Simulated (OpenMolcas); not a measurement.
Predicting a hybrid from its neighbours: GeSiH5Cl

The species is GeSiH5Cl (8 atoms), meant as a singlet with charge 0. As SMILES, `[SiH3][GeH2][Cl]`. The coordinates come from a PBE0-D4/def2-TZVP relaxation.

The vertical energy of the triplet above the singlet y, in eV, basis def2-SVP; a is the functional's share of exact exchange. Programs: OpenMolcas 26.06.

| functional | program | a | y (eV) |
| --- | --- | --- | --- |
| BLYP | OpenMolcas | 0 | 5.34 |
| r2SCAN | OpenMolcas | 0 | 5.48 |
| B3LYP | OpenMolcas | 0.2 | 5.63 |
| PBE0 | OpenMolcas | 0.25 | ? |
| BHLYP | OpenMolcas | 0.5 | 6.03 |

Problem. Fit y = c + s·a to the known rows and predict PBE0.

Solution. 
1. Means of the 4 rows: a = 0.1750, y = 5.620.
2. Σ(Δa)² = 0.1675, Σ(Δa·Δy) = 0.207, so the slope is 0.207/0.1675 = 1.2358.
3. Intercept: 5.620 − (1.2358) × 0.1750 = 5.404. The largest residual of the fit is 0.076.
4. PBE0: 5.404 + (1.2358) × 0.25 = 5.71 eV.

The run gave 5.63 eV, so the prediction is off by +0.08 eV, about the largest residual. The rows mix families of semi-local functionals, which the line can't see.
